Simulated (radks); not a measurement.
Problem. Radial electron density D(r) = 4 pi r^2 rho(r) of an atom or ion with 28 electrons. All-electron calculation, scalar-relativistic Kohn-Sham, LB94 model potential, spin-unpolarised, spherical densities, finite nucleus; Fermi nuclear charge, rms radius of each element as measured or else 0.836 A^(1/3) + 0.57 fm. Program: a radial shooting solver on a logarithmic mesh with Libxc functionals.

| r (bohr) | D(r) (e/bohr) |
|---|---|
| 0.0027 | 1.329 |
| 0.003515 | 2.128 |
| 0.004614 | 3.408 |
| 0.006056 | 5.355 |
| 0.007949 | 8.205 |
| 0.01043 | 12.16 |
| 0.01359 | 17.11 |
| 0.01783 | 23.03 |
| 0.02341 | 28.85 |
| 0.03073 | 33.05 |
| 0.04001 | 34.03 |
| 0.05251 | 31.57 |
| 0.06893 | 27.89 |
| 0.09048 | 27.37 |
| 0.1188 | 32.20 |
| 0.1546 | 37.85 |
| 0.203 | 36.54 |
| 0.2664 | 26.43 |
| 0.3497 | 17.29 |
| 0.4554 | 17.11 |
| 0.5977 | 20.26 |
| 0.7845 | 17.84 |
| 1.03 | 10.87 |
| 1.352 | 5.154 |
| 1.76 | 2.509 |
| 2.31 | 1.380 |
| 3.032 | 0.7141 |
| 3.98 | 0.2700 |
| 5.183 | 0.06473 |
| 6.803 | 0.007500 |
| 8.929 | 0.0003521 |

What is the nuclear charge?

Solution. Z = 28. The innermost maximum, from 1s, lies near gamma/Z bohr with gamma = sqrt(1 - (Z/c)^2) = 0.979, here 0.035 bohr (found: 0.0378), and its height grows with Z. The density is that of neutral nickel in [Ar] 3d8 4s2; the configuration itself is not fixed sharply by these data, and Z only to about a unit. D(r) has 3 maxima, at r = 0.0378, 0.172, 0.627 bohr, and minima at 0.0815, 0.397 bohr, inside which lie 2.11, 10.85 electrons.
